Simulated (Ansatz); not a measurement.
Molecule: furan-2-ol, C4H4O2, net charge 0, singlet state. 
Structure (B3LYP-D3(BJ)/def2-TZVP (Ansatz, a quantum-chemistry and plane-wave program) minimum search):
```
C
O 1 1.3411
H 2 0.9655 1 108.98
O 1 1.3517 2 116.95 3 0.00
C 1 1.3553 2 131.44 3 -180.00
H 5 1.0750 1 126.56 2 0.00
C 4 1.3834 1 106.55 2 -180.00
C 7 1.3506 4 109.43 1 0.00
H 7 1.0737 8 134.83 5 -180.00
H 8 1.0769 7 126.02 9 0.00
```
Charge 0, spin multiplicity 1.

Basis-set convergence of Hartree-Fock and CCSD correlation energies (hartree) with Ansatz. Valence correlation only, unless marked. No spin-orbit coupling. No relativistic terms.

```csv
basis,functions,E(HF),"E(corr, CCSD)"
cc-pVDZ,104,-303.51144,-0.91364
cc-pVTZ,236,-303.59902,-1.11198
cc-pVQZ,450,-303.62054,-1.17760
```

Extrapolating the two largest sets (X = 3 and 4) as X^-3: E(corr) = (64·(-1.17760) - 27·(-1.11198))/37 = -1.2255 Eh, an estimate of the basis-set limit. The largest set recovers 96.1 % of it, the smallest 74.6 %.
